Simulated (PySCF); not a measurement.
PySCF was given this input:
```python
from pyscf import gto, scf, dft

mol = gto.M(
    atom='''
Ge    0.01682949    0.00687689    1.03311619
Br    1.00009172   -1.51961211   -0.47860423
Br   -1.01547868    1.51332467   -0.46595914
''',
    basis='pcseg-1',
    charge=1,
    spin=1,
    verbose=5,
)

mf = dft.UKS(mol)
mf.xc = 'camb3lyp'
mf.kernel()
```

What does this run give for the <S^2>, Mulliken (on the basis functions themselves) charges in atom order, nuclear repulsion energy?


The <S^2> is 0.765 and the Mulliken (on the basis functions themselves) charges in atom order comes out as Ge1 0.91, Br2 0.05, Br3 0.05. The nuclear repulsion energy is 679.7088 Eh.

These values belong to the state on which the SCF converged, which isn't shown to be the lowest.

Roughly what does it cost on one core?

very roughly 60 core-seconds.
